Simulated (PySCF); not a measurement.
Isomers of C6H3N3, one GFN2-xTB conformer each. Single-point energies are computed at wB97X-D/def2-SVPD (PySCF, gas phase, no added dispersion term), electronic only.

Question: Rank them by wB97X-D/def2-SVPD energy, lowest first (kcal/mol).
A. `[CH2:1]=[N:2][C@@:3]1([C:4]#[N:5])[CH:6]=[C:7]1[C:8]#[N:9]` with C1–N2–C3–C4 -1°
B. `C#CC1=C(C#C)NN=N1`

Answer: A (0.0), B (9.4).

As drawn, the lower has a three-membered ring, a C≡N group and a C=N bond, which the higher lacks; the higher has an aromatic ring, a C≡C bond and an N–N linkage, which the lower lacks. GFN2-xTB itself gives, in the same order: 21.2, 0.0. GFN2-xTB puts C#Cc1nn[nH]c1C#C lowest instead.

Q: Which frontier levels, dipoles and rotational constants go with these structures?

A: 
```csv
SMILES,"HOMO (eV, wB97X-D/def2-SVPD)",LUMO (eV),dipole (D),"A, B, C (MHz)"
C=N[C@@]1(C#N)C=C1C#N,-10.43,-0.93,4.08,"2572, 1221, 1049"
C#Cc1nn[nH]c1C#C,-8.85,0.04,4.39,"2043, 1922, 990.2"
```
